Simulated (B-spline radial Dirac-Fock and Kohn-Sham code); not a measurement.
Binding energies of Zr³⁵⁺ at several levels of theory

System: Zr³⁵⁺, configuration 1s2 2s2 2p1.

The density-functional columns are spherical, spin-unpolarised Dirac-Kohn-Sham results without Breit or QED terms: −ε is minus the orbital energy of the initial state and ΔSCF the difference of two total energies. The reference in the last column comes from Dirac-Fock (average of configuration) total-energy differences with a finite nucleus, the Breit interaction including its frequency dependence, and self-energy and vacuum-polarisation corrections. All numbers are from a radial atomic solver, in eV; a selection of levels is shown. The Kohn-Sham columns are given as differences from the reference. For the 1s level of heavy atoms much of the gap between ΔSCF and the reference is the Breit and QED part, -41.8 eV here; for other levels the error of the functional can be larger.

```
level  LDA −ε − DF  LDA ΔSCF − DF  Dirac-Fock
    K       -254.6          +50.6     20828.8
   L1        -63.0          +11.1      4827.2
 L2,3        -94.5           -7.3      4683.3
```

Values without a named source are computed, but for edge energies of neutral atoms, which are taken from tables.
